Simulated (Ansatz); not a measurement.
Reaction (formal exchange of groups at a B–C bond): `ClBC1C[SiH2]1` + `C=O` → `O=CBCl` + `C1C[SiH2]1`

Gas-phase electronic energies from Ansatz, PBE0-D4/def2-TZVP geometries. CCSD(T)/CBS adds triple-zeta CCSD(T) − MP2 to the extrapolated MP2 energy (def2 sets, frozen cores). This one scheme is used for every species. Functionals use def2-TZVPP. B3LYP here is the variant with VWN-RPA as its local correlation; programs differ in this. One conformer a species, not always the lowest.

```json
{"level": "PBE-D4", "ΔE (kJ/mol)": "69.1"}
{"level": "r2SCAN-D4", "ΔE (kJ/mol)": "70.5"}
{"level": "ωB97M-V", "ΔE (kJ/mol)": "70.2"}
{"level": "B3LYP", "ΔE (kJ/mol)": "58.3"}
```

(1) What does CCSD(T)/CBS give? (Best estimate.)

Largest T1 diagnostic among the species: 0.016.

## Answers

(1) Ansatz gave: +71.8 kJ/mol. The listed levels differ from it by -2.7, -1.3, -1.6, -13.5 kJ/mol.

In def2-TZVPP, CCSD(T) changes the Hartree–Fock value by +15.1 kJ/mol (the triples alone add +3.0 kJ/mol) and MP2 by +24.1 kJ/mol. From PBE to PBE0 (25 % exact exchange), in def2-TZVPP and without D4, ΔE moves by +3.5 kJ/mol.
